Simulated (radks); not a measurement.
Problem. The mean radii <r> (bohr) of the occupied orbitals of an atom or ion are listed with their occupations. Method: scalar-relativistic Kohn-Sham, PBE, spin-polarised, spherical densities, point nucleus; computed with a radial shooting solver on a logarithmic mesh with Libxc functionals.

| orbital | occ. | <r> |
|---|---|---|
| 1s | 2 | 0.03344 |
| 2s | 2 | 0.1445 |
| 2p | 6 | 0.1258 |
| 3s | 2 | 0.3653 |
| 3p | 6 | 0.3569 |
| 4s | 2 | 0.7204 |

Name the element and its charge. Open shells, if any, are filled with parallel spins first.

Solution. Z = 44, ruthenium, charge +24: Ru24+ in [Ar] 4s2. The 1s radius gives Z: for a bare nucleus <r> = (2 gamma + 1)/(2Z) with gamma = sqrt(1 - (Z/c)^2), 0.03289 bohr for Z = 44, and screening makes it slightly larger (0.03344 here). The occupations add up to 20, and the charge is Z minus that.
